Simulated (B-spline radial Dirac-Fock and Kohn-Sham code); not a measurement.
## Widths and yields of inner-shell holes in P

System: atomic phosphorus, configuration 1s2 2s2 2p6 3s2 3p3.

Input file task.json (cfg lists n, l and occupation; rrms is the nuclear radius in fm):

```json
{"items": [{
  "Z": 15,
  "q": 0,
  "cfg": [[1, 0, 2], [2, 0, 2], [2, 1, 6], [3, 0, 2], [3, 1, 3]],
  "A": 31,
  "rrms": 3.1889,
  "do": ["binding", "quiet", "decay"],
  "holes": ["K", "L1", "L2", "L3", "M1"]
}]}
```

Run with: `python xray_run.py task.json out`

Model: independent-particle rates on relativistic LDA orbitals of the hole state (multipoles up to L = 3, Coulomb Auger matrix elements, transition energies from Dirac-Fock). Program: a radial atomic solver.

Partial widths are in eV. Coster-Kronig decay leaves a hole in the same principal shell; its rates are the weakest part of the model, often 1.5 to 2.5 times too large and more for N holes. Holes without an open Auger channel, or with an unreliable SCF state, are not listed.

| hole | radiative | Auger | Coster-Kronig | total | fluorescence yield | lifetime (fs) | recommended width | tabulated yield |
| --- | --- | --- | --- | --- | --- | --- | --- | --- |
| K (1s) | 0.0316 | 0.461 | 0 | 0.493 | ? | ? | 0.470 | ? |
| L1 (2s) | 7.26e-05 | 0.0611 | 1.68 | 1.74 | 4.17e-05 | 0.378 | 1.10 | – |
| L3 (2p3/2) | 7.88e-06 | 0.0403 | 0 | 0.0403 | 0.000195 | 16.3 | 0.0700 | – |

Q: What are the fluorescence yield and the lifetime of the K (1s) hole?

A: The yield is the radiative width over the total, 0.0641, and the lifetime is ħ/Γ = 1.34 fs. The tabulated yield is 0.0642.

Recommended widths: Campbell and Papp, At. Data Nucl. Data Tables 77, 1 (2001); yields: xraylib tables; both refer to the element in its standard state. The computed width differs most for L3 (2p3/2), where it is 0.58 times the recommended value. Rates with slow emitted electrons, as in Coster-Kronig decay, are the weakest part of an independent-particle model: such widths often come out 1.5 to 2.5 times too large, more for N holes, and a channel near threshold can open or close.
